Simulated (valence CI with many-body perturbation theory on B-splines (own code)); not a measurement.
Values are calculated unless marked as measured or tabulated.
## Rb³¹⁺: magnetic and hyperfine properties of the levels

Level of theory: configuration interaction combined with many-body perturbation theory (CI+MBPT): four valence electrons over a frozen Dirac-Fock core [He], radial functions for each j: 11 s, 11 p, 9 d, 7 f, 5 g, 2 h, 1 i, with the one-electron correlation potential Σ1, the two-electron term Σ2, the three-electron term Σ3, Breit, model QED; selected CI, second order for the rest (own B-spline code, finite nucleus).

The last digits are not significant, and no measured levels were compared; by estimate large intervals hold to a few tenths of a per cent, small ones and those within an open d or f shell to about a per cent. Among the levels kept, up to 280 cm⁻¹ of a level comes from second order outside the variational space, and about a tenth of that is noise between levels of different J, which matters for small intervals.

A/g_I is the dipole constant over the nuclear g factor μ/I (μ in nuclear magnetons, uniformly magnetised nucleus), B/Q the quadrupole constant per barn. Both hold the static response of the core; the bare values leave it out. Large factors of s and p1/2 electrons are usually good to 5 to 10 %; those of open d and f shells near neutrality can be off by tens of per cent, and small factors of p3/2, d and f electrons come from cancelling terms and can be off by a factor of two or in sign, in half-filled shells by more. B is blank for J = 1/2, where it vanishes, and for nearly pure S terms. Energies count from the lowest level. Levels with J = 0 are left out.

Levels are named by their leading jj configuration (3d3/2^4 stands for four electrons in 3d with j = 3/2), which in mixed levels can hold well under half, so a name can repeat and another be missing. Letters in brackets count levels of one name in rising energy.

```
                     Level  E (eV)      g  A/g_I (MHz)  A/g_I bare  B/Q (MHz/b)  B/Q bare
    (2s^2 2p1/2 2p3/2) J=1    56.3  1.493       -15200       -9700        83600     83900
    (2s^2 2p1/2 2p3/2) J=2    66.8  1.229       187000      189000        91800     92100
        (2s^2 2p3/2^2) J=2   130.6  1.254        98200      101000        74400     74600
    (2s 2p1/2^2 2p3/2) J=2   157.7  1.816       425000      425000        62400     62600
    (2s 2p1/2^2 2p3/2) J=1   202.5  0.911      -225000     -217000       146000    147000
(2s 2p1/2 2p3/2^2) J=2 [a]   222.0  1.382       344000      341000       182000    182000
    (2s 2p1/2 2p3/2^2) J=3   239.6  1.325       412000      409000         -520      -536
(2s 2p1/2 2p3/2^2) J=1 [a]   267.7  1.273       214000      216000      -152000   -153000
(2s 2p1/2 2p3/2^2) J=2 [b]   276.1  1.186        77800       82900      -138000   -139000
(2s 2p1/2 2p3/2^2) J=1 [b]   286.0  1.535       306000      308000        31800     31900
          (2s 2p3/2^3) J=2   326.8  1.251       424000      419000      -108000   -108000
          (2s 2p3/2^3) J=1   360.6  1.250      -224000     -211000       -24400    -24500
     (2p1/2^2 2p3/2^2) J=2   401.2  1.380        78600       85700        55300     55500
       (2p1/2 2p3/2^3) J=1   462.8  1.494       -24800      -15100       -82100    -82300
       (2p1/2 2p3/2^3) J=2   475.3  1.104       195000      197000      -221000   -221000
       (2s^2 2p1/2 3s) J=1  2145.2  1.345       484000      478000       -10100    -10100
    (2s^2 2p1/2 3p1/2) J=1  2178.0  0.667       331000      328000        -2180     -2180
    (2s^2 2p1/2 3p3/2) J=1  2202.2  1.473       -46200      -44700        23600     23700
    (2s^2 2p1/2 3p3/2) J=2  2204.3  1.172       149000      148000        38500     38600
       (2s^2 2p3/2 3s) J=2  2211.5  1.493       181000      182000       169000    170000
       (2s^2 2p3/2 3s) J=1  2215.9  1.139         4700       10600        95100     95400
    (2s^2 2p1/2 3d3/2) J=2  2235.5  0.756       141000      140000        15000     15100
       (2s 2p1/2^2 3s) J=1  2237.8  2.259       845000      835000        -8150     -8170
    (2s^2 2p1/2 3d3/2) J=1  2247.7  0.811       -92700      -92000         1540      1600
    (2s^2 2p1/2 3d5/2) J=2  2248.1  1.267       -72400      -71800         1500      1630
    (2s^2 2p1/2 3d5/2) J=3  2248.6  1.115        89600       88900          178       332
    (2s^2 2p3/2 3p1/2) J=1  2252.7  1.396        88000       92400        78800     79100
    (2s^2 2p3/2 3p1/2) J=2  2255.4  1.232       110000      112000       136000    136000
    (2s^2 2p3/2 3p3/2) J=3  2265.7  1.331        70900       73000       218000    219000
    (2s^2 2p3/2 3p3/2) J=1  2266.5  1.480        66900       69700       -76500    -76700
    (2s 2p1/2^2 3p1/2) J=1  2274.2  1.613       694000      686000        -5960     -5960
```

Task: Take the isotope of mass number 87, with I = 3/2, μ = 2.75129 μN and Q = 0.1335 b. What is the hyperfine structure of (2s^2 2p1/2 2p3/2) J=2?

Result: From the table A = 344000 MHz, B = 12200 MHz. Shifts from the centre of gravity in MHz: F = 1/2: -1540000, F = 3/2: -1030000, F = 5/2: -180000, F = 7/2: 1040000.
